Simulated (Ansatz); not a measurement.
Al(Br)(Me)(OH) (CH4AlBrO), SMILES [Br][Al]([OH])[CH3].

Coordinates come from a TPSSh-D3(BJ)/def2-SVP optimisation. The structure was generated by enumeration; whether it is a known compound was not checked. One conformer was computed; it need not be the lowest.

Two levels are set side by side: PBE/def2-SVPD (Ansatz, an electronic-structure program) and PBE0/def2-SVPD (Ansatz). Energy differences of separate SCF runs at the same geometry; the states with an electron removed or added have multiplicity 2 and 2. Differences are taken from unrounded values.

| quantity | PBE0 |
|---|---|
| vertical ionisation energy (eV) | 10.52 |
| vertical singlet–triplet gap (eV) | 6.25 |

What does PBE give, and how far is it from PBE0? (Estimate from the structure and the level; the computed values follow.)


```
quantity                             PBE  PBE minus PBE0
---------------------------------  -----  --------------
vertical ionisation energy (eV)    10.10           -0.42
vertical singlet–triplet gap (eV)   5.69           -0.56
```
